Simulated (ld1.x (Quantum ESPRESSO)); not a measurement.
chromium: excitation energies, all-electron against TM semilocal

ld1.x (Quantum ESPRESSO) 7.5 input, shortened:

```
&input
   title='Cr', zed=24., rel=1, dft='PBE', iswitch=3,
   config='[Ar] 3d5 4s1 4p0'
 /
 &inputp
   pseudotype=1, tm=.true., lloc=0,
   nlcc=.false.
 /
3
4P  2  1   0.00   0.00  2.50  2.50  0.0
3D  3  2   5.00   0.00  1.95  1.95  0.0
4S  1  0   1.00   0.00  2.20  2.20  0.0
 &test
   configts(1)='3d5 4s1 4p0'
 /
```

Energies are relative to the spin-unpolarised reference configuration 3d5 4s1 4p0; without spin polarisation the order of configurations can differ from experiment.

```
valence configuration  charge  ΔE all-electron (eV)  error AE − PS (meV)
          3d5 4s0 4p0      +1                 6.901                  +24
          3d4 4s0 4p0      +2                22.953                  +52
          3d3 4s0 4p0      +3                53.702                 -144
          3d4 4s1 4p1       0                 3.506                  -82
          3d2 4s0 4p0      +4               102.062                 -304
          3d5 4s0 4p1       0                 3.121                 +7.9
          3d4 4s2 4p0       0                -0.100                  -75
```

Levels in the configuration 3d4 4s0 4p0:

```json
{"level": "3d", "all-electron (eV)": "-22.856", "pseudo (eV)": "-22.932"}
```
